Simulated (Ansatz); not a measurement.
Geometry optimisation of `[CH]1=[N][GaH][Zn]1`.

```yaml
crystal:
  periodic: [false, false, false]
  atoms:
    - {symbol: C, position_ang: [0.070220, -0.000680, -1.242070]}
    - {symbol: N, position_ang: [0.720750, -0.231320, -0.271710]}
    - {symbol: Ga, position_ang: [-0.290760, -0.074060, 1.682480]}
    - {symbol: Zn, position_ang: [-1.980300, 0.383910, -0.475570]}
    - {symbol: H, position_ang: [0.248560, 0.070400, -2.297890]}
    - {symbol: H, position_ang: [1.231530, -0.148250, 2.604750]}
basis:
  gaussian: {orbitals: def2-TZVP}
hamiltonian: {xc: pbe0, dispersion: d4}
relax: {f_tol: 0.005, max_steps: 150}
```

```sh
$ ansatz run in.yaml --threads 4 --pin off --events-out ev --progress --plain --max-ram 10444MiB
```

Output, abridged:

```
Functional definition: PBE0
mean field -103339.50587998 eV, -3797.6567950564 hartree, gradient 3.6e-5 eV, S^2 0.000000; 0 other end points of the search recorded, 0 dependent functions left out
relax step   1: F+E_penalty+E_count = -103339.63141462 eV  Δ(F+E_penalty+E_count) = +0.000e0 eV  max|allowed force component| = 1.623e0 eV/Å  Δτ_max = 0.0000 Å  (33 SCF iters, accepted)
mean field -103339.73193446 eV, -3797.6651024054 hartree, gradient 7.4e-6 eV, S^2 0.000000; 0 other end points of the search recorded, 0 dependent functions left out
relax step   2: F+E_penalty+E_count = -103339.85736184 eV  Δ(F+E_penalty+E_count) = -2.259e-1 eV  max|allowed force component| = 9.180e-1 eV/Å  Δτ_max = 0.1937 Å  (34 SCF iters, accepted)
mean field -103339.81503430 eV, -3797.6681562683 hartree, gradient 1.8e-5 eV, S^2 0.000000; 0 other end points of the search recorded, 0 dependent functions left out
relax step   3: F+E_penalty+E_count = -103339.94206187 eV  Δ(F+E_penalty+E_count) = -8.470e-2 eV  max|allowed force component| = 1.074e0 eV/Å  Δτ_max = 0.0925 Å  (35 SCF iters, accepted)
mean field -103339.82546310 eV, -3797.6685395194 hartree, gradient 1.7e-5 eV, S^2 0.000000; 0 other end points of the search recorded, 0 dependent functions left out
relax step   4: F+E_penalty+E_count = -103339.95317314 eV  Δ(F+E_penalty+E_count) = -1.111e-2 eV  max|allowed force component| = 8.296e-1 eV/Å  Δτ_max = 0.0744 Å  (37 SCF iters, accepted)
mean field -103339.85572640 eV, -3797.6696516753 hartree, gradient 1.1e-5 eV, S^2 0.000000; 0 other end points of the search recorded, 0 dependent functions left out
relax step   5: F+E_penalty+E_count = -103339.98365955 eV  Δ(F+E_penalty+E_count) = -3.049e-2 eV  max|allowed force component| = 1.297e0 eV/Å  Δτ_max = 0.0884 Å  (42 SCF iters, accepted)
mean field -103339.87107220 eV, -3797.6702156231 hartree, gradient 2.1e-5 eV, S^2 0.000000; 0 other end points of the search recorded, 0 dependent functions left out
relax step   6: F+E_penalty+E_count = -103339.99896953 eV  Δ(F+E_penalty+E_count) = -1.531e-2 eV  max|allowed force component| = 7.191e-1 eV/Å  Δτ_max = 0.0647 Å  (37 SCF iters, accepted)
mean field -103339.89003547 eV, -3797.6709125103 hartree, gradient 1.2e-5 eV, S^2 0.000000; 0 other end points of the search recorded, 0 dependent functions left out
relax step   7: F+E_penalty+E_count = -103340.01783264 eV  Δ(F+E_penalty+E_count) = -1.886e-2 eV  max|allowed force component| = 3.442e-1 eV/Å  Δτ_max = 0.0270 Å  (36 SCF iters, accepted)
mean field -103339.89368535 eV, -3797.6710466407 hartree, gradient 1.1e-5 eV, S^2 0.000000; 0 other end points of the search recorded, 0 dependent functions left out
relax step   8: F+E_penalty+E_count = -103340.02150546 eV  Δ(F+E_penalty+E_count) = -3.673e-3 eV  max|allowed force component| = 2.531e-1 eV/Å  Δτ_max = 0.0137 Å  (37 SCF iters, accepted)
mean field -103339.89432217 eV, -3797.6710700435 hartree, gradient 1.1e-5 eV, S^2 0.000000; 0 other end points of the search recorded, 0 dependent functions left out
relax step   9: F+E_penalty+E_count = -103340.02216885 eV  Δ(F+E_penalty+E_count) = -6.634e-4 eV  max|allowed force component| = 1.564e-1 eV/Å  Δτ_max = 0.0067 Å  (37 SCF iters, accepted)
mean field -103339.89462354 eV, -3797.6710811188 hartree, gradient 1.1e-5 eV, S^2 0.000000; 0 other end points of the search recorded, 0 dependent functions left out
relax step  10: F+E_penalty+E_count = -103340.02249421 eV  Δ(F+E_penalty+E_count) = -3.254e-4 eV  max|allowed force component| = 2.899e-2 eV/Å  Δτ_max = 0.0079 Å  (37 SCF iters, accepted)
mean field -103339.89466985 eV, -3797.6710828205 hartree, gradient 1.1e-5 eV, S^2 0.000000; 0 other end points of the search recorded, 0 dependent functions left out
relax step  11: F+E_penalty+E_count = -103340.02254557 eV  Δ(F+E_penalty+E_count) = -5.135e-5 eV  max|allowed force component| = 1.107e-2 eV/Å  Δτ_max = 0.0035 Å  (38 SCF iters, accepted)
mean field -103339.89468329 eV, -3797.6710833145 hartree, gradient 1.1e-5 eV, S^2 0.000000; 0 other end points of the search recorded, 0 dependent functions left out
relax step  12: F+E_penalty+E_count = -103340.02255525 eV  Δ(F+E_penalty+E_count) = -9.680e-6 eV  max|allowed force component| = 1.915e-3 eV/Å  Δτ_max = 0.0025 Å  (38 SCF iters, accepted)
mean field -103339.89468329 eV, -3797.6710833145 hartree, gradient 1.1e-5 eV, S^2 0.000000; 1 other end points of the search recorded, 0 dependent functions left out
Total energy: -103340.02258551 eV, -3797.6757836342 hartree
Atom 0 at    -0.036722     0.024607    -1.284504 Å, force    -0.001018     0.000250    -0.001541 eV/Å
Atom 1 at     0.720166    -0.126099    -0.317796 Å, force     0.000982    -0.000167     0.001915 eV/Å
Atom 2 at    -0.070952    -0.008650     1.503471 Å, force    -0.000209     0.000453    -0.000510 eV/Å
Atom 3 at    -1.855981     0.338976    -0.262906 Å, force    -0.000436    -0.000078     0.000247 eV/Å
Atom 4 at     0.278667    -0.017270    -2.333083 Å, force     0.000312    -0.000117    -0.000225 eV/Å
Atom 5 at     0.964822    -0.211564     2.694809 Å, force     0.000369    -0.000341     0.000114 eV/Å
Dipole moment:    -0.255345     0.047016    -0.068469 e Å
```

Hardware: 4 threads of an AMD EPYC 7B13 on a shared host. Wall time 36 s, peak host memory 0.55 GiB.
